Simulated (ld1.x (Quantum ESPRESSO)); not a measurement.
**An all-electron radial function and its pseudo partner (lutetium (Lu))**

Columns: radius, all-electron u(r) and pseudo u(r) of the 6p shell (level -1.37 eV) of lutetium in the configuration [Kr] 4d10 4f14 5s2 5p6 5d1.5 6s1.5 6p0; LDA (PZ), scalar-relativistic, PAW scheme, ld1.x (Quantum ESPRESSO) 7.5.

```
r (bohr)  all-electron   pseudo
   0.150       -0.0707  -0.0286
   0.300        0.0624  -0.1078
   0.450        0.0946  -0.2195
   0.600       -0.0003  -0.3385
   0.750       -0.1025  -0.4384
   0.900       -0.1653  -0.4980
   1.050       -0.1852  -0.5058
   1.200       -0.1718  -0.4615
   1.350       -0.1363  -0.3755
   1.500       -0.0878  -0.2642
   1.650       -0.0330  -0.1464
   1.800        0.0238  -0.0374
   1.950        0.0797   0.0538
   2.100        0.1328   0.1254
   2.250        0.1822   0.1813
   2.400        0.2274   0.2274
   2.550        0.2681   0.2681
   2.700        0.3043   0.3043
   2.850        0.3362   0.3362
   3.000        0.3640   0.3640
   3.150        0.3878   0.3878
   3.300        0.4079   0.4079
   3.450        0.4246   0.4246
   3.600        0.4380   0.4380
   3.750        0.4486   0.4486
   3.900        0.4565   0.4565
```

Task: How many radial nodes do the two functions have?

Result: The all-electron 6p function has n − l − 1 = 4 (the table is too coarse to show those close to the nucleus); the pseudo-wave has 1, since 1 lower shell of the same l stays in the valence.

Task: At about which radius was the pseudo-wave matched?

Result: 2.50 bohr, where the columns begin to agree (steps of 0.15 bohr).

Task: Is the pseudo-wave norm-conserving?

Result: No, it belongs to a PAW set: the norm inside the radius is not constrained, and the difference is carried by the augmentation charge.
